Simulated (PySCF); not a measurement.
1,1,1-trichloroethane (C2H3Cl3), SMILES CC(Cl)(Cl)Cl.

The structure is a stationary point at ωB97X-D3(BJ)/def2-SVP.

All values below come from TDDFT-PBE/def2-SVPD (PySCF 2.14.0).

Vertical excitations; the highest root listed may be one member of a degenerate set. The molecule is in vacuum. State labels are in the subgroup Cs.

List the lowest excited states. (An estimate is asked for; the answer gives what the named calculation found.)


```
state  symmetry  energy (eV)  λ (nm)      f                                     main pairs
-----  --------  -----------  ------  -----  ---------------------------------------------
S1           A"         5.62     221  0.000                                 HOMO→LUMO 99 %
S2           A'         6.02     206  0.010                   HOMO−1→LUMO (degenerate set)
S3           A"         6.02     206  0.010                   HOMO−2→LUMO (degenerate set)
S4           A'         6.26     198  0.000                               HOMO−3→LUMO 96 %
S5           A'         6.52     190  0.017                   HOMO→LUMO+1 (degenerate set)
S6           A"         6.52     190  0.017                   HOMO→LUMO+2 (degenerate set)
S7           A"         6.76     183  0.000         HOMO−1→LUMO+1 50 %, HOMO−2→LUMO+2 49 %
S8           A"         6.86     181  0.018  HOMO−2→LUMO+2, HOMO−1→LUMO+1 (degenerate set)
S9           A'         6.86     181  0.018  HOMO−1→LUMO+2, HOMO−2→LUMO+1 (degenerate set)
S10          A'         6.95     178  0.007         HOMO−2→LUMO+1 48 %, HOMO−1→LUMO+2 48 %
T1           A"         5.25     236      0                                 HOMO→LUMO 99 %
T2           A'         5.58     222      0                   HOMO−1→LUMO (degenerate set)
T3           A"         5.58     222      0                   HOMO−2→LUMO (degenerate set)
T4           A'         5.91     210      0                               HOMO−3→LUMO 96 %
```
Triplets are in the Tamm–Dancoff approximation, which puts them higher than full response would, so one can lie above its singlet here.
